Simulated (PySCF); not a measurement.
Mayer bond orders and bond lengths

Compound: C₃H₇F₃P₂.
Atom-mapped SMILES: `[CH3:1][P:2]([CH2:3][PH2:4])[C:5]([F:6])([F:7])[F:8]` (hydrogens: H9, H10, H11 on C1; H12, H13 on C3; H14, H15 on P4)

Cartesian coordinates in Å at the GFN2-xTB level; atoms count from 1:
```
atom  x, y, z in Å
C1    -1.0616    1.4011    0.3862
P2    -0.2641    0.3211   -0.8712
C3     1.0682   -0.4493    0.1648
P4     2.4032    0.8467    0.3680
C5    -1.4770   -1.1203   -0.6878
F6    -2.6810   -0.8075   -1.1842
F7    -1.0427   -2.2033   -1.3483
F8    -1.6783   -1.5087    0.5850
H9    -1.2568    0.8607    1.3127
H10   -0.3919    2.2371    0.5834
H11   -1.9950    1.7884   -0.0219
H12    0.6826   -0.7340    1.1491
H13    1.4620   -1.3322   -0.3454
H14    3.3676   -0.0452    0.8331
H15    2.8603    0.7533   -0.9454
```

Bond orders from the PBE0/pcSseg-1 density (PySCF). Geometry: GFN2-xTB, one conformer, isolated molecule.

**Question.** How far do the computed orders between heavy atoms stray from the drawn ones?

**Answer.** The largest departure is 0.103, at P2–C5 (drawn single, 0.897).

**Question.** Give the Mayer order of every bond between heavy atoms, beside its length.

**Answer.** 
```tsv
bond	drawn as	length (Å)	Mayer order
C1–P2	single	1.839	0.984
P2–C3	single	1.855	0.933
C3–P4	single	1.872	0.966
P2–C5	single	1.893	0.897
C5–F6	single	1.339	0.985
C5–F7	single	1.341	0.981
C5–F8	single	1.346	0.957
```

Bonds between the same two heavy elements. C–P: lowest P2–C5 (0.897, 1.893 Å), highest C1–P2 (0.984, 1.839 Å); in 1 of the 6 pairs the longer bond (by over 0.003 Å) has the higher order (by 0.02 or more). C–F: lowest C5–F8 (0.957, 1.346 Å), highest C5–F6 (0.985, 1.339 Å).

**Question.** And the bonds to hydrogen?

**Answer.** C–H: 0.92 to 0.95 (5 bonds); H–P: 0.95 (2 bonds).

**Question.** Sum the orders of all bonds at each heavy atom with more than one neighbour and set the sums beside the valence in the SMILES.

**Answer.** C1 3.819 (drawn 4), P2 2.814 (drawn 3), C3 3.748 (drawn 4), P4 2.862 (drawn 3), C5 3.820 (drawn 4). Orders between atoms that aren't bonded are not in these sums.

For a closed shell the Mayer order of atoms A and B is Σ (PS)μν (PS)νμ over the basis functions μ on A and ν on B, with P the density and S the overlap matrix.
